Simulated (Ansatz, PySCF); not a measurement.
C2H3O2, SMILES C(O[CH2])=O, multiplicity 2. Atoms are numbered in the order given.

```xyz
7

C     -0.4437    -1.4013     0.0000
O      0.6400    -0.5796     0.0000
C      0.4500     0.7649     0.0000
O     -0.6157     1.3112     0.0000
H     -1.4387    -0.9598     0.0000
H     -0.2036    -2.4611     0.0000
H      1.4406     1.2602     0.0000
```
Charge 0, spin multiplicity 2.

The structure is a stationary point at B3LYP-D3(BJ)/def2-SVP. The isomer is the one that the SMILES or the coordinates give; other isomers of the formula were not compared. The values are those of a single conformer.

Two levels are set side by side: PBE-D3(BJ)/def2-SVP (Ansatz, a first-principles code) and B3LYP-D3(BJ)/def2-SVP (Ansatz). Each level has its own optimised geometry; the coordinates shown are those of the second. Frequencies come from the Hessian of PySCF at each geometry. Differences are taken from unrounded values.

```csv
quantity,B3LYP-D3(BJ),PBE-D3(BJ),PBE-D3(BJ) minus B3LYP-D3(BJ)
mean bond length (Å),1.200,1.208,0.009
bond C1–O2 (Å),1.360,1.359,-0.001
bond O2–C3 (Å),1.358,1.375,0.017
bond C3–O4 (Å),1.198,1.208,0.010
bond C1–H5 (Å),1.089,1.098,0.009
bond C1–H6 (Å),1.087,1.095,0.008
bond C3–H7 (Å),1.108,1.116,0.008
highest harmonic wavenumber (cm⁻¹),3349,3276,-72
mean harmonic wavenumber (cm⁻¹),1372,1340,-31
zero-point energy (kcal/mol),29.41,28.74,-0.67
```

GGA bonds tend to be longer and softer than those of functionals with exact exchange. Differences between two approximate levels are no errors against the true value.
